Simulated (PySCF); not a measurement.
## Circular dichroism and optical rotation of `C#C[C@H]1N[C@H]1CCC`, C7H11N

Computed, not measured: TDDFT B3LYP/def2-SVPD circular dichroism and optical rotation, one conformer, gas phase (PySCF). Geometry: GFN2-xTB.

Input:
```
{"job": {"kind": "ecd", "xc": "B3LYP", "basis": "def2-SVPD", "nstates": 12}, "charge": 0, "multiplicity": 1}
C      2.369219     0.009446     1.868112
C      2.138674     0.320660     0.733666
C      1.860610     0.626819    -0.635057
N      1.796912    -0.434343    -1.631731
C      0.565309     0.210244    -1.247018
C     -0.477619    -0.504692    -0.421980
C     -1.352725     0.484156     0.348573
C     -2.364079    -0.232243     1.234251
H      2.576661    -0.229767     2.868001
H      2.330833     1.537686    -0.994514
H      1.908148    -1.363447    -1.234330
H      0.161661     0.860647    -2.017970
H      0.017410    -1.173510     0.287837
H     -1.102655    -1.112377    -1.082471
H     -1.877271     1.129328    -0.359745
H     -0.710915     1.116136     0.966381
H     -2.979939     0.487194     1.768323
H     -1.853439    -0.855938     1.964804
H     -3.016599    -0.866752     0.638062
```
Coordinates are in Å.

Command: `OMP_NUM_THREADS=1 python excited_run.py task.json out`

(1) What does the run print?

## Answers

(1) H and L stand for HOMO and LUMO.
```
coarse grid: 15488 points
cycle   1  E = -327.6594053909  dE =  9.726e-01  |g| = 5.004e-01  |ddm| = 1.314e+01
cycle   2  E = -327.6472135936  dE =  1.219e-02  |g| = 5.561e-01  |ddm| = 4.057e+00
cycle   3  E = -327.7267328303  dE = -7.952e-02  |g| = 7.570e-02  |ddm| = 1.877e+00
cycle   4  E = -327.7274715293  dE = -7.387e-04  |g| = 5.079e-02  |ddm| = 2.356e-01
cycle   5  E = -327.7280461526  dE = -5.746e-04  |g| = 1.709e-02  |ddm| = 1.013e-01
cycle   6  E = -327.7281131494  dE = -6.700e-05  |g| = 5.062e-03  |ddm| = 3.954e-02
cycle   7  E = -327.7281192359  dE = -6.086e-06  |g| = 1.394e-03  |ddm| = 1.794e-02
final grid: 148544 points
cycle   8  E = -327.7922965595  dE = -6.491e-05  |g| = 6.614e-03  |ddm| = 2.611e-01
cycle   9  E = -327.7922911163  dE =  5.443e-06  |g| = 8.031e-03  |ddm| = 3.229e-02
cycle  10  E = -327.7923082133  dE = -1.710e-05  |g| = 5.628e-04  |ddm| = 1.468e-02
cycle  11  E = -327.7923082754  dE = -6.204e-08  |g| = 2.954e-04  |ddm| = 2.424e-03
cycle  12  E = -327.7923082919  dE = -1.652e-08  |g| = 1.340e-04  |ddm| = 8.323e-04
cycle  13  E = -327.7923082960  dE = -4.130e-09  |g| = 4.517e-05  |ddm| = 2.707e-04
cycle  14  E = -327.7923082965  dE = -4.738e-10  |g| = 1.084e-05  |ddm| = 9.648e-05
converged SCF energy = -327.7923082965

Singlet excitations and rotatory strengths (1e-40 esu^2 cm^2)
state   eV       nm     f(len)   f(vel)    R(len)    R(vel)   main configurations
  1   5.8949   210.3  0.00929  0.00968   -16.366   -16.182   H->L+1 0.65, H->L 0.26
  2   6.1608   201.2  0.07315  0.07521     4.338     2.362   H->L 0.59, H->L+1 0.22, H-1->L+1 0.08
  3   6.4443   192.4  0.02207  0.02564    20.272    21.958   H->L+2 0.80, H->L+3 0.08
  4   6.6628   186.1  0.00515  0.00552     4.185     4.371   H-1->L 0.73
  5   6.7022   185.0  0.00741  0.00853     8.810     9.623   H->L+3 0.71, H->L+4 0.11
  6   6.9618   178.1  0.00967  0.01033     3.269     3.720   H->L+4 0.45, H-2->L 0.17, H->L+3 0.16
  7   6.9962   177.2  0.00609  0.00632   -13.591   -13.096   H-2->L 0.31, H-2->L+1 0.21, H->L+5 0.15
  8   7.0399   176.1  0.00925  0.00863    19.560    17.571   H->L+5 0.28, H->L+4 0.22, H-1->L+1 0.13
  9   7.3114   169.6  0.00639  0.00682     6.655     7.174   H->L+5 0.47, H-2->L+1 0.43
 10   7.5142   165.0  0.02771  0.03421     2.906     5.369   H-1->L+2 0.73, H-1->L+3 0.12
 11   7.6099   162.9  0.00127  0.00238    -8.066   -10.639   H->L+6 0.82
 12   7.7631   159.7  0.01138  0.01250   -20.160   -22.322   H-2->L+2 0.57, H->L+6 0.09, H-2->L 0.09

Specific rotation (deg / (dm g/mL))
    nm     length   length(OI)   velocity    alpha(len)  alpha(vel)
  633.0     185.22     185.30     173.76       90.243     90.465
  589.3     216.78     216.86     203.42       90.588     90.816
  546.0     257.06     257.13     241.28       91.021     91.257
  436.0     433.48     433.44     407.24       92.837     93.107
  405.0     518.89     518.74     487.64       93.678     93.965
  365.0     674.92     674.48     634.54       95.164     95.481
  355.0     725.53     724.97     682.18       95.634     95.961
```

The molecule is flexible and this is one conformer; a measurement averages over conformers. States above about 6.7 eV lie in this functional's continuum (it starts at minus the energy of the highest occupied orbital, well below the true ionisation energy for most functionals) and depend on the basis.

It took 58 s wall time on 1 thread of an Intel Xeon 6975P-C, shared host, peak memory 1 GiB.
